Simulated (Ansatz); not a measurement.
`[Cl][Al]1[CH2][CH2]1` and `[CH2]1[CH2][AlH]1` differ in one atom or group.

Ansatz, PBE0-D4/def2-TZVP geometries, multiplicity 1. 

```json
{"property": "HOMO–LUMO gap (ωB97M-V/def2-TZVPP) / eV", "`[Cl][Al]1[CH2][CH2]1`": "9.06"}
{"property": "HOMO energy (PBE0/def2-TZVPP) / eV", "`[Cl][Al]1[CH2][CH2]1`": "-6.20"}
{"property": "size of the dipole moment (PBE/def2-TZVPP) / D", "`[Cl][Al]1[CH2][CH2]1`": "0.38"}
{"property": "LUMO energy (PBE/def2-TZVPP) / eV", "`[Cl][Al]1[CH2][CH2]1`": "-1.82"}
{"property": "size of the dipole moment (ωB97M-V/def2-TZVPP) / D", "`[Cl][Al]1[CH2][CH2]1`": "0.17"}
{"property": "size of the dipole moment (B3LYP/def2-TZVPP) / D", "`[Cl][Al]1[CH2][CH2]1`": "0.27"}
```

Question: Give the same properties after the change, and the shifts. (Best estimate.)

Answer: The calculation gave: 
```csv
property,`[CH2]1[CH2][AlH]1`,shift
HOMO–LUMO gap (ωB97M-V/def2-TZVPP) / eV,8.30,-0.76
HOMO energy (PBE0/def2-TZVPP) / eV,-5.83,0.37
size of the dipole moment (PBE/def2-TZVPP) / D,0.62,0.24
LUMO energy (PBE/def2-TZVPP) / eV,-2.03,-0.21
size of the dipole moment (ωB97M-V/def2-TZVPP) / D,0.93,0.76
size of the dipole moment (B3LYP/def2-TZVPP) / D,0.83,0.56
```

With PBE0 the HOMO rises by 0.37 eV and the LUMO falls by 0.28 eV, so the gap narrows by about 0.65 eV. PBE moves the HOMO by 0.31 eV and ωB97M-V by 0.40 eV. Dipoles are sizes alone; their direction can turn.

B3LYP here is the variant with VWN-RPA as its local correlation; programs differ in this.
